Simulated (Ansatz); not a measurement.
Coupled-cluster diagnostics for the cluster Ga3 (the lowest doublet isomer of a short search), Ansatz.

Geometry of the doublet (PBE-D4/def2-TZVP):

```xyz
3

Ga    1.313    0.476   -0.419
Ga   -0.513   -1.265   -0.510
Ga   -0.799    0.790    0.929
```

Correlated methods freeze 27 core orbitals; core or outer-core shells of Ga are correlated, in sets that lack core-valence functions. The structure comes from a short search, and lower isomers may exist.

Geometry of the charge 0 quartet (PBE-D4/def2-TZVP):

```xyz
3

Ga    0.974   -0.909    0.160
Ga   -1.511   -0.721   -0.519
Ga    0.537    1.630    0.359
```

(1) Estimate the CCSD(T) correlation energy, the shares of MP2 and (T), T1 and the reference's ⟨S²⟩ for: charge 0, doublet, own geometry in def2-TZVPP; charge 0, quartet, own geometry in def2-TZVPP; charge 1, singlet, vertical in def2-TZVPP; and the rough time on 2 threads of Intel Xeon Platinum 8375C on a shared host.

## Answers

(1) 
```json
{"state": "charge 0, doublet, own geometry", "basis": "def2-TZVPP", "correlation (eV)": "-17.644", "MP2 share (%)": "93.4", "(T) share (%)": "6.0", "T1": "0.078", "⟨S²⟩ (pure)": "1.71 (0.75)", "wall time": "3.3 min", "remarks": "large T1, spin-contaminated"}
{"state": "charge 0, quartet, own geometry", "basis": "def2-TZVPP", "correlation (eV)": "-17.016", "MP2 share (%)": "95.5", "(T) share (%)": "5.3", "T1": "0.019", "⟨S²⟩ (pure)": "3.79 (3.75)", "wall time": "51 s", "remarks": "–"}
{"state": "charge 1, singlet, vertical", "basis": "def2-TZVPP", "correlation (eV)": "-17.373", "MP2 share (%)": "96.8", "(T) share (%)": "5.7", "T1": "0.014", "⟨S²⟩ (pure)": "0.00 (0.00)", "wall time": "29 s", "remarks": "restricted SCF unstable"}
```
Customary marks for T1 are 0.02 (closed shells), 0.045 (open shells) and about 0.05 (3d metals). T1 exceeds 0.02 in 1 of 3 rows and 0.045 in 1; the higher it lies, the less the single-reference result can be trusted.
